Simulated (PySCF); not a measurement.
**Electron correlation in Pt²⁺ (platinum, charge +2)**

[Xe] 4f14 5d8, high-spin 3F determinant. All numbers are calculated (PySCF 2.14, the spin-free X2C one-electron Hamiltonian (Gaussian nucleus), in ANO-RCC-VTZP (8s7p5d3f1g, 84 functions)). Frozen: [Kr] 4d10 4f14; 16 electrons correlated.

| level | correlation energy (mhartree) |
| --- | --- |
| CCSD | -418.01 |
| (T) | -9.82 |
| CCSD(T) | -427.83 |

Diagnostics: T1 = 0.0050, D1 = 0.0097, largest double amplitude 0.031.

Q: Is a single reference adequate?

A: Yes, within this model without spin-orbit coupling: T1 lies below 0.03 and no double amplitude reaches 0.07.
